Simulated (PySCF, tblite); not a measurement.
Compound: C2H12O2Si3.
Structure used (GFN2-xTB), in Å, numbered top down from 1:
```
atom  x, y, z in Å
C1     2.1875    0.9990   -0.6414
O2     1.9652   -0.1250    0.1860
C3     1.3622   -1.1877   -0.4787
O4     0.0365   -0.9584   -0.7532
Si5   -1.0817   -0.7208    0.4455
Si6   -0.2182    0.6902    2.0728
Si7   -2.8831   -0.1694   -0.8835
H8     1.2553    1.3512   -1.0924
H9     2.6021    1.7742   -0.0017
H10    2.9000    0.7530   -1.4366
H11    1.8709   -1.3922   -1.4344
H12    1.4752   -2.0551    0.1843
H13   -1.2580   -2.0640    1.0602
H14   -1.2862    1.0353    3.0249
H15    0.2477    1.9767    1.5379
H16    0.8829    0.1447    2.8719
H17   -2.7536    1.1255   -1.5650
H18   -3.2561   -1.1220   -1.9351
H19   -4.0585   -0.0459   -0.0152
```

Jobs on this species (19 atoms, 82 electrons) with PySCF (density fitting) and tblite. Hardware of each: one thread, Arm Neoverse N1 (aarch64), on a shared host. Times come from a shared host and carry two figures at best.

```csv
level and settings,work,basis functions,SCF cycles,wall time
GFN2-xTB,Hessian by finite differences,–,–,?
GFN2-xTB,L-BFGS relaxation,–,–,2.3 s
PBE0/pcSseg-1,"shieldings, charges and field gradients",200,13,64 s
```

Q: Fill in the missing figures.

A: 
- GFN2-xTB; Hessian by finite differences: 1.5 s

Q: What do all jobs in the table cost together?

A: About 68 s; the longest takes about 94 % of that, and about 43 times as long as the shortest.
